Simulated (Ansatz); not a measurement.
Molecule: C4H3N2, charge 0, multiplicity 2. It need not be the lowest isomer of its formula. 
Geometry from a B3LYP-D3(BJ)/def2-TZVP (Ansatz, a program for electronic structure) optimisation:
```
C
N 1 1.3368
C 2 1.3213 1 117.03
N 3 1.3466 2 124.01 1 0.00
C 4 1.2804 3 117.61 2 0.00
H 3 1.0831 2 118.36 1 -180.00
C 5 1.3853 4 124.69 3 0.00
H 7 1.0799 5 124.00 4 180.00
H 1 1.0855 2 116.51 3 180.00
```
Charge 0, spin multiplicity 2.

Atomisation energy built up term by term with Ansatz (kcal/mol; UHF references for open shells; valence terms freeze the core; atomic spin-orbit terms are left out). CBS marks a two-point X^-3 extrapolation of the correlation energy; Hartree-Fock from the larger set.

The UHF reference is spin-contaminated (<S^2> 0.48 over the pure value in the largest basis). The T1 diagnostic of CCSD in the largest basis is 0.046, which is high, so the coupled-cluster rows are less sure than usual.

```csv
term,basis,kcal/mol
Hartree-Fock,cc-pVQZ,[?]
CCSD correlation,"CBS(cc-pVTZ,cc-pVQZ)",[?]
(T),"CBS(cc-pVTZ,cc-pVQZ)",29.36
core correlation,cc-pwCVTZ,5.51
scalar relativity (X2C),cc-pVTZ-DK against cc-pVTZ,-1.04
sum: De,,[?]
```

Question: What belongs in the gaps?

Answer: 
- Hartree-Fock, kcal/mol: 675.16
- CCSD correlation, kcal/mol: 286.34
- sum: De, kcal/mol: 995.3
